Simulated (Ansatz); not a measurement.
Cost and result up the ladder for Ga(H2O)F3 (GaOF₃H₂) (7 atoms). Total charge 0; singlet. Geometry: PBE-D4/def2-SVP.

Cartesian coordinates in Å:
```
Ga -0.787 -0.381 0.076
O 0.883 0.861 0.114
H 1.122 0.894 -0.839
H 1.561 0.289 0.535
F -2.126 0.436 0.864
F 0.081 -1.657 0.947
F -0.733 -0.442 -1.696
```

Ansatz; hardware A = 2 threads of AMD EPYC 7R13 on a shared host; B = 2 threads of AMD EPYC 7R13 on a shared host and a share (18 GiB) of an NVIDIA H100 80GB HBM3. Times are rough, and most runs start from the orbitals of an earlier one. PBE0-D4/def2-TZVPD serves as the yardstick here, not as an exact answer. Differences are given only for rows in sets of like size (and for xTB, whose basis is part of the method), since another set adds its own error. Binding counts from free atoms at the same level (Ga doublet, O triplet, H doublet, F doublet; other spins of the atoms weren't run), without zero-point energy or a counterpoise term.

The 6-31G sets use Cartesian d functions. B3LYP takes the VWN-RPA correlation. HSE06 is defined as in plane-wave codes, on full-range PBE exchange. Correlated methods freeze 13 core orbitals; core or outer-core shells of Ga are correlated, in sets that lack core-valence functions.

Correlated methods converge slowly with the basis.

```json
{"level": "PBE-D4/def2-SVP [A]", "functions": "98", "wall time": "1 s", "binding energy per atom (eV)": "3.77", "difference from PBE0-D4/def2-TZVPD (eV)": "–"}
{"level": "B3LYP-D4/6-31G [A]", "functions": "69", "wall time": "1.1 s", "binding energy per atom (eV)": "3.48", "difference from PBE0-D4/def2-TZVPD (eV)": "–"}
{"level": "PBE0-D4/def2-SVP [A]", "functions": "98", "wall time": "1.4 s", "binding energy per atom (eV)": "3.61", "difference from PBE0-D4/def2-TZVPD (eV)": "–"}
{"level": "PBE-D4/def2-TZVP [A]", "functions": "184", "wall time": "1.8 s", "binding energy per atom (eV)": "3.72", "difference from PBE0-D4/def2-TZVPD (eV)": "0.13"}
{"level": "BHLYP-D4/def2-TZVP [A]", "functions": "184", "wall time": "2.7 s", "binding energy per atom (eV)": "3.42", "difference from PBE0-D4/def2-TZVPD (eV)": "-0.17"}
{"level": "HSE06-D4/def2-TZVP [A]", "functions": "184", "wall time": "2.8 s", "binding energy per atom (eV)": "3.59", "difference from PBE0-D4/def2-TZVPD (eV)": "0.00"}
{"level": "PBE-D4/def2-TZVPD [A]", "functions": "232", "wall time": "2.8 s", "binding energy per atom (eV)": "3.73", "difference from PBE0-D4/def2-TZVPD (eV)": "0.14"}
{"level": "r2SCAN-D4/def2-TZVP [A]", "functions": "184", "wall time": "3.1 s", "binding energy per atom (eV)": "3.68", "difference from PBE0-D4/def2-TZVPD (eV)": "0.09"}
{"level": "PBE0-D4/def2-TZVP (with forces) [A]", "functions": "184", "wall time": "3.5 s", "binding energy per atom (eV)": "3.58", "difference from PBE0-D4/def2-TZVPD (eV)": "-0.01"}
{"level": "r2SCANh-D4/def2-TZVP [A]", "functions": "184", "wall time": "4 s", "binding energy per atom (eV)": "3.62", "difference from PBE0-D4/def2-TZVPD (eV)": "0.03"}
{"level": "PBE0-D4/def2-TZVPD [A]", "functions": "232", "wall time": "4.4 s", "binding energy per atom (eV)": "3.59", "difference from PBE0-D4/def2-TZVPD (eV)": "0.00"}
{"level": "r2SCAN-D4/def2-TZVPD [A]", "functions": "232", "wall time": "4.6 s", "binding energy per atom (eV)": "3.68", "difference from PBE0-D4/def2-TZVPD (eV)": "0.09"}
{"level": "B97M-V/def2-TZVP [A]", "functions": "184", "wall time": "6 s", "binding energy per atom (eV)": "3.64", "difference from PBE0-D4/def2-TZVPD (eV)": "0.04"}
{"level": "CCSD(T)/def2-TZVPP [B]", "functions": "200", "wall time": "9.5 s", "binding energy per atom (eV)": "3.63", "difference from PBE0-D4/def2-TZVPD (eV)": "0.04"}
```
